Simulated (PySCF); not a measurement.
C4H10OSi.

```xyz
16

C      2.6449     0.0728    -0.2595
Si     1.1108    -0.4297     0.7017
C     -0.4164    -0.4096    -0.4036
C     -1.7983    -0.5146     0.2713
O     -2.1909     0.7663    -0.2074
C     -0.9440     0.9658    -0.8601
H      2.8399    -0.6294    -1.0848
H      2.5240     1.0798    -0.6887
H      3.5324     0.0874     0.3913
H      1.2847    -1.8004     1.2810
H      0.8711     0.5253     1.8311
H     -0.2893    -1.1192    -1.2361
H     -2.4473    -1.3257    -0.1055
H     -1.7982    -0.5611     1.3769
H     -1.0515     1.0926    -1.9528
H     -0.4069     1.8498    -0.4648
```

Geometry: PBE0-D3(BJ)/def2-SVP. The structure was generated by enumeration, and PubChem lists no compound with its InChIKey, so it may never have been made. Other conformers were not sampled.

The numbers are results of B3LYP/pcSseg-1 run with PySCF, not measurements. Non-relativistic, no solvent.

Question: Give the absolute GIAO shielding of each atom: isotropic value and principal components (ppm). (Estimate from the structure and the level; the computed values follow.)

Answer: 
```csv
atom,σ(iso),σ11,σ22,σ33,span
C1,187.8,182.6,187.1,193.9,11.4
Si2,370.5,330.5,367.4,413.5,83.0
C3,158.9,137.1,158.2,181.3,44.2
C4,102.4,74.3,77.7,155.2,80.9
O5,310.5,238.7,345.2,347.5,108.9
C6,102.1,74.6,77.2,154.6,80.0
H7,31.4,26.9,29.0,38.3,11.3
H8,31.2,26.9,29.7,37.1,10.2
H9,31.2,26.8,27.9,38.8,12.0
H10,27.4,24.4,25.7,32.0,7.6
H11,27.2,24.0,25.9,31.5,7.5
H12,29.0,25.4,29.5,32.1,6.7
H13,26.5,23.8,25.4,30.2,6.5
H14,26.8,23.7,26.6,30.1,6.5
H15,26.5,23.7,25.9,29.9,6.2
H16,26.8,23.3,27.2,29.8,6.5
```
